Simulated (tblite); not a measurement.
`COC[P@@H](=O)/C=C/PC`. Structure optimised with GFN2-xTB, isolated species.

```
atom  x, y, z in Å
C1    -3.9049   -0.6077    0.1622
O2    -2.6038   -0.3652   -0.3156
C3    -2.1600    0.9354   -0.0512
P4    -0.4797    1.1361   -0.7710
O5     0.0784    2.4734   -0.5554
C6     0.4970   -0.2308   -0.1304
C7     1.5955    0.0534    0.5641
P8     2.6703   -1.1409    1.3994
C9     4.2893   -0.4822    0.7857
H10   -3.9623   -0.4575    1.2470
H11   -4.6339    0.0509   -0.3254
H12   -4.1345   -1.6445   -0.0743
H13   -2.0968    1.1403    1.0317
H14   -2.8220    1.6980   -0.4948
H15   -0.7044    0.7981   -2.1051
H16    0.1494   -1.2355   -0.3148
H17    1.8449    1.1000    0.7167
H18    2.5251   -2.1511    0.4402
H19    4.2595   -0.2916   -0.2851
H20    5.0702   -1.2055    1.0107
H21    4.5137    0.4436    1.3137
```

(1) What is the repulsion energy of the bare nuclei, Σ ZA·ZB/RAB?

(2) Which two atoms are farthest apart?

(3) How far are the heavy atoms from their best plane (unweighted least squares)?

(4) Give the dihedral angles C7–P8–C9–H19, O2–C3–P4–C6, C1–O2–C3–H14.

(5) How far apart are these pairs, which share no bond: C1···C6, O2···P8, C3···H17, O5···H13?

(6) What are the angles C1–O2–C3, O2–C3–H13, O2–C3–H14, C6–P4–H15, C7–C6–H16, P8–C9–H21, P8–C9–H20?

## Answers

(1) 617.75 Eh over 210 pairs, with full nuclear charges and distances in bohr; the largest single term is 43.34 Eh (P4 with O5).

(2) H11···H20, 9.88 Å; the next longest distance is 9.30 Å.

(3) 0.311 Å rms; C1 0.17, O2 0.32, C3 0.38, P4 0.40, O5 0.26, C6 0.45, C7 0.17, P8 0.34, C9 0.15 Å (magnitudes).

(4) C7–P8–C9–H19 -47° (synclinal); O2–C3–P4–C6 -53° (synclinal); C1–O2–C3–H14 -59° (synclinal). Dihedral signs follow IUPAC: positive where, seen along the central bond, the front bond turns clockwise onto the rear one.

(5) C1···C6 4.428 Å (4 bonds apart); O2···P8 5.600 Å (5 bonds apart); C3···H17 4.081 Å (4 bonds apart); O5···H13 3.005 Å (3 bonds apart).

(6) From the scalar product of the two bond vectors; for C1–O2–C3 it is -0.7665 Å² over 1.4071 × 1.3994 Å², cos θ = -0.3892. C1–O2–C3 112.9°; O2–C3–H13 112.1°; O2–C3–H14 112.1°; C6–P4–H15 104.1°; C7–C6–H16 123.7°; P8–C9–H21 108.8°; P8–C9–H20 108.8°.

Its GFN2-xTB frequencies are all real (lowest 30 cm⁻¹). The numbers are those of one conformer. 3 starts were optimised and ended at 0.00, 1.00 and 1.31 kcal/mol (GFN2-xTB); the lowest of these is shown.

Time: 1.1 s of wall time. Hardware: one thread of an Arm Neoverse V1, shared host with 32 logical CPUs at a one-minute load of 37. These figures are those of the optimisation.

These are computed values.
